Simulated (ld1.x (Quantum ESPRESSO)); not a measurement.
P: one change to an RRKJ potential, before and after

ld1.x (Quantum ESPRESSO) 7.5 input, shortened:

```
&input
   title='P', zed=15., rel=1, dft='PZ', iswitch=3,
   config='[Ne] 3s1 3p4'
 /
 &inputp
   pseudotype=2, tm=.false., rho0=0.01, lloc=-1, rcloc=0.95,
   nlcc=.false.
 /
2
3S  1  0   1.00   0.00  1.35  1.35  0.0
3P  2  1   4.00   0.00  1.25  1.25  0.0
 &test
   configts(1)='3s1 3p4'
 /
```

Change: local potential all-electron potential smoothed inside 0.86 bohr (lloc = -1).

Cutoffs: the cutoffs (Ry, on a coarse ladder) from which the occupation-weighted sum of valence levels, in a spherical-Bessel basis at the reference potential, stays within 10 and 1 mRy of its value at 400 Ry; they do not see the model core or the augmentation charge, which bear on the density cutoff. Errors are all-electron minus pseudo energies relative to the spin-unpolarised reference configuration.

Predict the effect on cutoff, ghosts and configuration errors.

The potential gets neither clearly harder nor softer (70 Ry and 90 Ry → 70 Ry and 90 Ry); both files keep a bound ghost (s); the number of tests that count goes from 9 to 8; of the 8 tests that both files solve, the error grows in 0 and shrinks in 4 by more than 15 % and 0.3 meV (median size 10.1 → 6.3 meV); the range in which the s phases agree widens (upper end -0.7 → at the end of the scan).

```csv
quantity,base,changed
"cutoff, loose",70 Ry,70 Ry
"cutoff, tight",90 Ry,90 Ry
loose cutoff by channel (10 mRy a level),"s 18 Ry, p 55 Ry","s 50 Ry, p 55 Ry"
bound ghosts,s,s
"tests counted (converged, no solver errors)",9 of 9,8 of 9
"error for 3s2 3p3, meV [ΔE -8.50 eV]",+9.9,+4.9
"error for 3s2 3p2, meV [ΔE 1.32 eV]",+6.6,+5.3
"error for 3s2 3p1, meV [ΔE 20.57 eV]",+78,+9.4
"error for 3s2 3p2.5, meV [ΔE -4.67 eV]",+5.7,+5.0
"error for 3s1 3p3, meV [ΔE 10.40 eV]",+10,+3.8
"error for 3s0 3p5, meV [ΔE 8.64 eV]",+7.3,+7.4
"error for 3s1 3p4 (spin-polarised), meV [ΔE -1.77 eV]",+232,+232
"error for 3s2 3p3 (spin-polarised), meV [ΔE -10.01 eV]",+128,+120
s: phases at 1.51 bohr within 0.05 rad from the reference energy up to (Ry; the scan ends near 5),-0.7,to the end of the scan
p: phases at 1.51 bohr within 0.05 rad from the reference energy up to (Ry; the scan ends near 5),1.0,0.9
```

Changed file: Tests not counted: 3s1 3p0 (solver errors, printed error +7.7 eV). A true bound ghost makes a file unfit for plane-wave use even where its test errors are small: the radial tests pick states by their node count and pass the ghost by. Where a test does run into it, the solver fails or the error is huge.
